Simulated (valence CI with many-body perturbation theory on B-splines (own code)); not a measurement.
# E1 transitions of Cl III

Level of theory: relativistic CI+MBPT: five valence electrons over a frozen Dirac-Fock core [Ne], a basis of 11 s, 11 p, 10 d, 8 f, 5 g, 2 h functions for each j, with the one-electron correlation potential Σ1 (screened to all orders), the two-electron term Σ2, the three-electron term Σ3, Breit, model QED; selected single and double excitations, second order for the rest, scaled by the run's own slope (own B-spline code, finite nucleus).

Set against measurement, 47 paired levels are off by 70 cm⁻¹ on average, the worst by 273. These come from a selection out of Moore, Atomic Energy Levels, vol. I, NSRDS-NBS 35 (1971 reprint of NBS Circular 467, 1949), an old analysis. Levels without a partner in it may be off by more. Among the levels kept, up to 3400 cm⁻¹ of a level comes from second order outside the variational space, and about a tenth of that is noise between levels of different J, which matters for small intervals.

Lines 1 to 50 of 599 in falling wavelength, among levels below 30.473 eV, chosen from the strongest by gf and those to the six lowest levels. Wavelengths and rates use the calculated energies, so an error of 70 cm⁻¹ moves a line at 624.3 nm by 0.44 % and its rate by three times that or more. Electric multipoles are in the length gauge, E1 and E2 with the static RPA response of the core. Weak lines are less certain than strong ones. Lines between different terms over intervals too small for the method are left out, as are lines whose strength nearly cancels. Where a level lies close to another of its J and parity, the split of strength between their lines is uncertain. The highest levels of a list are the least certain.

Names give the largest LS component (configuration and term), which can be under half, so a name can repeat, a term be missing and a line seem to break the LS rules; names also repeat where a configuration has a term twice. Letters in brackets count levels of one name in rising energy.

```csv
λ vac (nm),λ from measured levels,Upper,Lower,A (s⁻¹),log gf,Branch %
3218,,3s²3p²4p ²P°_1/2 [a],3s²3p²3d ²D_3/2 [c],4.16e+04,-1.89,0.0
2765,,3s²3p²4p ²P°_3/2 [a],3s²3p²3d ²D_5/2 [c],5.25e+04,-1.62,0.0
1258,,3s²3p²4p ²P°_3/2 [a],3s²3p²3d ²S_1/2,8.16e+04,-2.11,0.0
1244,,3s²3p²4p ⁴P°_5/2,3s²3p²3d ²F_7/2 [b],6.37e+04,-2.05,0.0
1164,,3s²3p²4p ²D°_3/2 [a],3s²3p²3d ²F_5/2 [b],1.04e+06,-1.07,0.3
1057,,3s²3p²4p ²D°_5/2 [a],3s²3p²3d ²F_7/2 [b],1.31e+06,-0.88,0.3
1042,,3s²3p²4d ⁴P_5/2,3s3p³3d ⁴D°_7/2,6.81e+04,-2.18,0.0
1021,,3s²3p²4p ²P°_1/2 [a],3s²3p²3d ²P_1/2 [c],3.57e+05,-1.95,0.1
1017,,3s²3p²4p ²P°_3/2 [a],3s²3p²3d ²P_3/2 [c],4.31e+05,-1.57,0.1
1004,,3s²3p²4p ²P°_3/2 [a],3s²3p²3d ²P_1/2 [c],1.38e+05,-2.08,0.0
894.0,,3s²3p²4p ²F°_7/2,3s²3p²3d ²D_5/2 [c],7.30e+04,-2.16,0.0
745.5,,3s²3p²4p ²P°_1/2 [a],3s²3p²3d ²D_3/2 [b],3.28e+06,-1.26,0.7
736.6,,3s²3p²4p ²P°_3/2 [a],3s²3p²3d ²D_3/2 [b],2.44e+05,-2.10,0.1
717.4,,3s²3p²4p ²P°_3/2 [a],3s²3p²3d ²D_5/2 [b],3.77e+06,-0.93,0.8
624.9,,3s²3p²4p ²P°_1/2 [b],3s²3p²3d ²D_3/2 [c],5.97e+06,-1.16,1.1
624.3,619.2,3s²3p²4p ⁴P°_5/2,3s²3p²4s ²D_5/2,3.89e+05,-1.87,0.1
615.7,,3s²3p²4p ²P°_3/2 [b],3s²3p²3d ²D_3/2 [c],6.41e+05,-1.84,0.1
607.9,602.8,3s²3p²4p ²D°_3/2 [a],3s²3p²4s ²D_3/2,4.14e+06,-1.04,1.1
604.2,600.7,3s²3p²4p ²D°_3/2 [a],3s²3p²4s ²D_5/2,5.20e+05,-1.94,0.1
602.8,,3s²3p²4p ²P°_3/2 [b],3s²3p²3d ²D_5/2 [c],6.91e+06,-0.82,1.4
576.7,571.5,3s²3p²4p ²D°_5/2 [a],3s²3p²4s ²D_3/2,7.11e+05,-1.67,0.2
573.3,569.6,3s²3p²4p ²D°_5/2 [a],3s²3p²4s ²D_5/2,6.10e+06,-0.74,1.5
545.7,,3s²3p²4p ⁴P°_5/2,3s²3p²3d ²P_3/2 [b],3.55e+05,-2.02,0.1
542.0,,3s²3p²4p ²D°_3/2 [a],3s²3p²3d ²P_1/2 [b],3.37e+06,-1.23,0.9
540.2,,3s²3p²4p ²D°_5/2 [b],3s²3p²3d ²P_3/2 [c],7.37e+05,-1.71,0.2
539.2,,3s²3p²4p ²S°_1/2,3s²3p²4s ²P_3/2,3.63e+07,-0.50,10.4
534.2,,3s²3p²4p ²D°_3/2 [b],3s²3p²3d ²P_1/2 [c],6.97e+05,-1.92,0.1
530.3,,3s²3p²4p ²D°_3/2 [a],3s²3p²3d ²P_3/2 [b],1.49e+06,-1.60,0.4
519.0,,3s²3p²4p ²S°_1/2,3s²3p²4s ²P_1/2,2.38e+07,-0.72,6.9
506.3,,3s²3p²4p ²D°_5/2 [a],3s²3p²3d ²P_3/2 [b],5.80e+06,-0.87,1.5
502.8,,3p⁵ ²P°_3/2,3s²3p²4s ²S_1/2,8.76e+05,-1.88,0.1
496.1,,3s²3p²4p ²F°_5/2,3s²3p²3d ²F_7/2 [b],4.85e+05,-1.97,0.1
495.6,,3s²3p²4p ²F°_5/2,3s²3p²3d ²F_5/2 [b],2.55e+06,-1.25,0.5
492.5,,3s²3p²4p ²F°_7/2,3s²3p²3d ²F_7/2 [b],3.60e+06,-0.98,0.7
492.0,,3s²3p²4p ²F°_7/2,3s²3p²3d ²F_5/2 [b],7.91e+05,-1.64,0.2
491.8,,3s²3p²4d ²P_3/2,3s²3p²4p ²P°_3/2 [b],1.05e+06,-1.82,0.1
488.9,485.6,3s²3p²4p ²P°_1/2 [a],3s²3p²4s ²D_3/2,5.37e+06,-1.41,1.2
483.5,,3s²3p²4p ²P°_1/2 [b],3s²3p²3d ²S_1/2,4.88e+06,-1.47,0.9
482.7,480.9,3s²3p²4p ²P°_3/2 [a],3s²3p²4s ²D_5/2,3.80e+06,-1.27,0.8
482.3,,3p⁵ ²P°_1/2,3s²3p²4s ²S_1/2,1.41e+06,-2.01,0.3
477.9,,3s²3p²4p ²P°_3/2 [b],3s²3p²3d ²S_1/2,7.76e+06,-0.97,1.6
476.2,,3s²3p²4p ²F°_5/2,3s²3p²3d ²D_3/2 [b],1.12e+07,-0.64,2.2
474.7,,3s²3p²4p ⁴D°_1/2,3s²3p²3d ⁴P_1/2,4.12e+06,-1.55,0.7
473.7,,3s²3p²4p ⁴P°_5/2,3s²3p²3d ²D_5/2 [a],4.28e+05,-2.06,0.1
470.8,,3s²3p²4d ²P_1/2,3s²3p²4p ²P°_1/2 [b],9.86e+05,-2.18,0.0
468.3,,3s²3p²4p ⁴D°_3/2,3s²3p²3d ⁴P_1/2,2.86e+06,-1.42,0.5
468.2,,3s²3p²4p ²F°_5/2,3s²3p²3d ²D_5/2 [b],1.58e+06,-1.51,0.3
467.1,,3s²3p²4p ²D°_5/2 [b],3s²3p²3d ²F_7/2 [b],2.67e+07,-0.28,5.5
466.6,,3s²3p²4p ²D°_5/2 [b],3s²3p²3d ²F_5/2 [b],2.33e+06,-1.34,0.5
465.7,,3s²3p²4p ⁴D°_3/2,3s²3p²3d ⁴P_3/2,2.70e+06,-1.45,0.5
```
